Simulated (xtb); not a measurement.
CH$_{3}$Cl$_{3}$Si, charge +1, doublet, from a rough starting geometry (a state made from the parent by changing its charge; the spin is typed, not shown lowest); GFN2-xTB in xtb.

xtb was given this input:
```
$ xtb mol.xyz --gfn 2 --chrg 1 --uhf 1 --opt vtight --json

# file mol.xyz
8

C     -1.05880209    -0.19434162     0.07807330
Si     0.85405694     0.20758469     0.02057710
Cl     1.73509102    -0.92823551    -1.43527209
Cl     1.13512324     2.10754500    -0.49461599
Cl     1.64417335    -0.20601571     1.80359302
H     -1.23164179    -1.23493255     0.29821058
H     -1.57848318     0.44832851     0.76446168
H     -1.54949227    -0.06671258    -0.93596242
```

**Question.** Predict the main parts of the log of this xtb run.

**Answer.** 
```
   ID    Z sym.   atoms
    1    6 C      1
    2   14 Si     2
    3   17 Cl     3-5
    4    1 H      6-8

           -------------------------------------------------
          |                Calculation Setup                |
           -------------------------------------------------

           -------------------------------------------------
          |                 G F N 2 - x T B                 |
           -------------------------------------------------

          ...................................................
          :                      SETUP                      :
          :.................................................:
          :  # basis functions                  47          :
          :  # atomic orbitals                  43          :
          :  # shells                           17          :
          :  # electrons                        31          :
          :  max. iterations                   250          :
          :  Hamiltonian                  GFN2-xTB          :
          :  restarted?                      false          :
          :  GBSA solvation                  false          :
          :  PC potential                    false          :
          :  electronic temp.          300.0000000     K    :
          :  accuracy                    1.0000000          :
          :  -> integral cutoff          0.2500000E+02      :
          :  -> integral neglect         0.1000000E-07      :
          :  -> SCF convergence          0.1000000E-05 Eh   :
          :  -> wf. convergence          0.1000000E-03 e    :
          :  Broyden damping             0.4000000          :
          :  net charge                          1          :
          :  unpaired electrons                  1          :
          ...................................................

 iter      E             dE          RMSdq      gap      omega  full diag
   1    -18.6210762 -0.186211E+02  0.532E+00    7.63       0.0  T
   2    -18.6673765 -0.463003E-01  0.457E+00    6.33       1.0  T
   3    -18.7170903 -0.497138E-01  0.226E+00    6.87       1.0  T
   4    -18.7149548  0.213553E-02  0.156E+00    6.75       1.0  T
   5    -18.7103967  0.455813E-02  0.141E+00    6.72       1.0  T
   6    -18.7165299 -0.613328E-02  0.873E-01    6.78       1.0  T
   7    -18.7189213 -0.239134E-02  0.400E-01    6.78       1.0  T
   8    -18.7192531 -0.331802E-03  0.290E-01    6.81       1.0  T
   9    -18.7194313 -0.178177E-03  0.149E-01    6.82       1.0  T
  10    -18.7194355 -0.424233E-05  0.115E-01    6.81       1.0  T
  11    -18.7194308  0.474111E-05  0.121E-01    6.83       1.0  T
  12    -18.7194796 -0.488040E-04  0.499E-02    6.83       1.0  T
  13    -18.7194855 -0.589628E-05  0.195E-02    6.82       1.8  T
  14    -18.7194853  0.110715E-06  0.147E-02    6.82       2.4  T
  15    -18.7194860 -0.682947E-06  0.786E-03    6.82       4.5  T
  16    -18.7194861 -0.572001E-07  0.884E-03    6.82       4.0  T
  17    -18.7194860  0.776722E-07  0.900E-03    6.82       3.9  T
  18    -18.7194862 -0.221816E-06  0.275E-03    6.82      12.8  T
  19    -18.7194863 -0.249207E-07  0.188E-03    6.82      18.8  T
  20    -18.7194863 -0.217175E-08  0.515E-04    6.82      68.7  T
  21    -18.7194863 -0.220815E-09  0.143E-04    6.82     246.7  T

   *** convergence criteria satisfied after 21 iterations ***

         :::::::::::::::::::::::::::::::::::::::::::::::::::::
         ::                     SUMMARY                     ::
         :::::::::::::::::::::::::::::::::::::::::::::::::::::
         :: total energy             -18.639231413497 Eh    ::
         :: gradient norm              0.048698507143 Eh/a0 ::
         :: HOMO-LUMO gap              6.823288882909 eV    ::
         ::.................................................::
         :: SCC energy               -18.719477718022 Eh    ::
         :: -> isotropic ES            0.116499597277 Eh    ::
         :: -> anisotropic ES         -0.012540464055 Eh    ::
[...]
 * total energy  :   -18.6448498 Eh     change       -0.5618377E-02 Eh
 * total energy  :   -18.6461066 Eh     change       -0.1256850E-02 Eh
 * total energy  :   -18.6463811 Eh     change       -0.2744959E-03 Eh
 * total energy  :   -18.6464806 Eh     change       -0.9949511E-04 Eh
 * total energy  :   -18.6465073 Eh     change       -0.2665828E-04 Eh
 * total energy  :   -18.6465107 Eh     change       -0.3386888E-05 Eh
 * total energy  :   -18.6465121 Eh     change       -0.1386462E-05 Eh
 * total energy  :   -18.6465128 Eh     change       -0.7305985E-06 Eh
 * total energy  :   -18.6465131 Eh     change       -0.2675809E-06 Eh
 * total energy  :   -18.6465132 Eh     change       -0.1867212E-06 Eh
 * total energy  :   -18.6465134 Eh     change       -0.1427578E-06 Eh
 * total energy  :   -18.6465135 Eh     change       -0.8637489E-07 Eh
   *** GEOMETRY OPTIMIZATION CONVERGED AFTER 13 ITERATIONS ***
         :: total energy             -18.646513476977 Eh    ::
[...]
        13        2.0000           -0.6370920             -17.3362
        14        2.0000           -0.6370903             -17.3361
        15        1.9999           -0.6314628             -17.1830
        16        1.0001           -0.6145567             -16.7229 (HOMO)
        17                         -0.3943349             -10.7304 (LUMO)
        18                         -0.3509059              -9.5486
        19                         -0.3508962              -9.5484
        20                         -0.2832586              -7.7079
        21                         -0.2252206              -6.1286
        22                         -0.2252152              -6.1284
        23                         -0.1933968              -5.2626
        24                         -0.1933954              -5.2626
        25                         -0.1889755              -5.1423
        26                         -0.1881673              -5.1203
        27                         -0.1876916              -5.1073
       ...                                ...                  ...
        43                          0.6245598              16.9951
      -------------------------------------------------------------
                  HL-Gap            0.2202217 Eh            5.9925 eV
             Fermi-level           -0.5637265 Eh          -15.3398 eV

     #   Z          covCN         q      C6AA      α(0)
     1   6 C        3.619    -0.158    24.084     7.077
     2  14 Si       3.258     0.535   126.721    23.201
     3  17 Cl       0.808     0.068    97.078    15.072
     4  17 Cl       0.808     0.068    97.078    15.072
     5  17 Cl       0.808     0.068    97.078    15.072
     6   1 H        0.925     0.139     1.465     1.893
     7   1 H        0.925     0.139     1.465     1.893
     8   1 H        0.925     0.139     1.465     1.893

 Mol. C6AA /au·bohr⁶  :       2401.136103
 Mol. C8AA /au·bohr⁸  :     103971.854365
 Mol. α(0) /au        :         81.173976

Wiberg/Mayer (AO) data.
largest (>0.10) Wiberg bond orders for each atom

 ---------------------------------------------------------------------------
     #   Z sym  total        # sym  WBO       # sym  WBO       # sym  WBO
 ---------------------------------------------------------------------------
     1   6 C    3.765 --     6 H    0.962     7 H    0.962     8 H    0.962
                             2 Si   0.606
     2  14 Si   4.383 --     4 Cl   1.250     3 Cl   1.250     5 Cl   1.250
                             1 C    0.606
     3  17 Cl   1.601 --     2 Si   1.250     5 Cl   0.126     4 Cl   0.126
     4  17 Cl   1.601 --     2 Si   1.250     5 Cl   0.126     3 Cl   0.126
     5  17 Cl   1.601 --     2 Si   1.250     3 Cl   0.126     4 Cl   0.126
     6   1 H    0.980 --     1 C    0.962
     7   1 H    0.980 --     1 C    0.962
     8   1 H    0.980 --     1 C    0.962
 ---------------------------------------------------------------------------

Topologies differ in total number of bonds
Writing topology from bond orders to xtbtopo.mol

molecular dipole:
                 x           y           z       tot (Debye)
 q only:        0.722       0.183       0.004
   full:        1.152       0.272      -0.008       3.009
molecular quadrupole (traceless):
                xx          xy          yy          xz          yz          zz
 q only:        3.023       0.996      -1.406      -0.100      -0.021      -1.618
  q+dip:        2.218       0.764      -1.024      -0.052      -0.012      -1.194
   full:        3.707       1.235      -1.720      -0.114      -0.024      -1.986

optimized geometry written to: xtbopt.xyz

           -------------------------------------------------
          | TOTAL ENERGY              -18.646513476977 Eh   |
          | GRADIENT NORM               0.000026567972 Eh/α |
          | HOMO-LUMO GAP               5.992538301066 eV   |
           -------------------------------------------------

normal termination of xtb
```
